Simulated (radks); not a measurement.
The chlorine ion Cl4+, 13 electrons, occupied as [Ne] 3s2 3p1.

All-electron calculation, Dirac Kohn-Sham, PBE, spin-unpolarised, spherical densities, finite nucleus; open shells are shared between the two j in proportion to 2j + 1; Fermi nuclear charge, rms radius 3.3654 fm. Program: a radial shooting solver on a logarithmic mesh with Libxc functionals.

Energy parts (eV):
| part | energy |
|---|---|
| total | -12426.392 |
| kinetic | 12494.932 |
| electron-nucleus | -28831.629 |
| Hartree | 4626.536 |
| exchange-correlation | -716.230 |

Orbitals (lengths in bohr, moments of r in powers of bohr; r(max) is where P^2 peaks):
orbital      occ.  eigenvalue (eV)      <r>   <1/r>   r(max)      <r^4>
1s1/2           2        -2817.535  0.09095   16.68  0.05946  0.0003200
2s1/2           2        -316.4033   0.4425   3.324   0.3612    0.09710
2p1/2           2        -256.7763   0.4030   3.237   0.2996    0.08676
2p3/2           4        -255.0620   0.4053   3.212   0.3014    0.08847
3s1/2           2         -73.7739    1.352   1.030    1.204      6.675
3p1/2    0.333333         -59.6627    1.443  0.9419    1.267      9.214
3p3/2    0.666667         -59.4553    1.448  0.9379    1.271      9.325

The highest occupied level is 3p3/2 at -59.455 eV. Summed over all electrons, <r^2> = 8.292 bohr^2, which gives a Langevin (diamagnetic) susceptibility term of -6.57 x 10^-6 cm^3/mol. The electron density at the nucleus is 3604 e/bohr^3. The density falls to 0.001 e/bohr^3 at r = 2.82 bohr. For comparison, the ionisation energy in NIST's Atomic Spectra Database is 67.7 eV (semi-empirical). In exact Kohn-Sham theory the highest level is minus the ionisation energy, but local and semilocal functionals leave it too shallow, through self-interaction and a potential that decays too fast; potentials with the right tail come closer.

Beside tabulated values, note that spin-unpolarised runs miss the spin-polarisation part of the exchange energy of open shells.
